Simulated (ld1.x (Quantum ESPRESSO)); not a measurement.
# Scattering properties, ultrasoft potential for Zn

* Element: zinc
* Generator: ld1.x (Quantum ESPRESSO) 7.5
* Type: ultrasoft
* Functional: PBEsol
* Relativity: fully relativistic
* Frozen core: [Ar]
* Valence charge: 12
* Reference configuration: 3d10 4s2 4p0
* Partial waves: 4s (bound): rcut 1.30, rcutus 1.80 bohr; 4s channel at 2.35 Ry: rcut 1.30, rcutus 1.80 bohr; 4p (bound, empty): rcut 2.05, rcutus 2.50 bohr; 4p channel at 1.35 Ry: rcut 2.05, rcutus 2.50 bohr; 3d (bound): rcut 0.85, rcutus 1.10 bohr; 3d channel at 0.8 Ry: rcut 0.85, rcutus 1.10 bohr
* Local potential: all-electron potential smoothed inside 1.80 bohr (lloc = -1)
* Core correction: none
* Augmentation charge: built from norm-conserving waves at rcut, not smoothed further

Open shells are filled in proportion to 2j + 1 (rel_dist='average').

The phase is arctan(r·u′/u) with u = r·R(r), unwrapped; energies in Ry, scanned from -3 to 5 Ry. A pole is an energy at which the radial function vanishes at the test radius. The pseudo phase is shifted by a multiple of π to meet the all-electron one at the reference energy, and phase errors are pseudo minus all-electron; the curves can meet again beyond the range given. Levels narrower than the energy grid can be missing from the lists of poles.

**Question.** For each channel, where are the poles, and over which energies does the pseudopotential scatter like the atom?

**Answer.**

```csv
channel,radius (bohr),reference energy (Ry),"poles, all-electron","poles, pseudo",unbroken range about the reference energy with phases within 0.05 rad,phase error 1 Ry above the reference energy (rad)
s,2.70,-0.44,0.75,0.75,the whole range,+0.000
p1/2,2.70,-0.08,1.73,1.73,below 4.6,-0.000
p3/2,2.70,-0.08,1.78,1.78,below 4.9,-0.000
d3/2,2.70,-0.76,"-0.71, 3.62","-0.71, 3.62",the whole range,+0.000
d5/2,2.70,-0.74,"-0.68, 3.63","-0.68, 3.64",the whole range,+0.000
```

Phases in the p3/2 channel:

| E (Ry) | all-electron | pseudo |
| --- | --- | --- |
| -3.00 | 1.341 | 1.341 |
| -2.76 | 1.330 | 1.330 |
| -2.52 | 1.317 | 1.317 |
| -2.28 | 1.302 | 1.301 |
| -2.04 | 1.283 | 1.282 |
| -1.80 | 1.260 | 1.260 |
| -1.56 | 1.232 | 1.231 |
| -1.32 | 1.194 | 1.194 |
| -1.08 | 1.144 | 1.143 |
| -0.84 | 1.070 | 1.070 |
| -0.60 | 0.956 | 0.955 |
| -0.36 | 0.755 | 0.755 |
| -0.12 | 0.370 | 0.370 |
| 0.12 | -0.272 | -0.272 |
| 0.36 | -0.840 | -0.840 |
| 0.60 | -1.147 | -1.148 |
| 0.84 | -1.313 | -1.313 |
| 1.08 | -1.414 | -1.414 |
| 1.32 | -1.482 | -1.482 |
| 1.56 | -1.533 | -1.533 |
| 1.80 | -1.573 | -1.573 |
| 2.04 | -1.608 | -1.607 |
| 2.28 | -1.639 | -1.639 |
| 2.52 | -1.670 | -1.668 |
| 2.76 | -1.700 | -1.698 |
| 3.00 | -1.733 | -1.731 |
| 3.24 | -1.771 | -1.767 |
| 3.48 | -1.816 | -1.811 |
| 3.72 | -1.874 | -1.868 |
| 3.96 | -1.954 | -1.947 |
| 4.20 | -2.077 | -2.068 |
| 4.44 | -2.284 | -2.276 |
| 4.68 | -2.666 | -2.677 |
| 4.92 | -3.275 | -3.333 |
